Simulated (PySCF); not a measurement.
## Ba²⁵⁺: fine-structure interval

Ba²⁵⁺ [Ar] 3d10 4s2 4p1 [4p1/2^1, M_J = 1/2] → Ba²⁵⁺ [Ar] 3d10 4s2 4p1 [4p3/2^1, M_J = 3/2], as a difference of total energies. All numbers are calculated (PySCF 2.14, the two-component X2C-1e Hamiltonian, in an uncontracted even-tempered set (17 s from 1.9 bohr⁻², ratio 2.8; 13 p from 2.5 bohr⁻², ratio 2.8; 8 d from 4.5 bohr⁻², ratio 2.8; 4 f from 12 bohr⁻², ratio 3)). Correlated levels: [Ne] frozen; the 74 highest virtual spinors dropped. "Screened" scales the spin-orbit matrix elements by Boettger's factors to mimic the two-electron term; Breit and QED terms are absent.

| method | fine-structure interval (cm⁻¹) |
| --- | --- |
| GHF (screened spin-orbit) | 178620 |
| GMP2 (screened spin-orbit) | 176980 |
| GHF (bare spin-orbit) | 185570 |
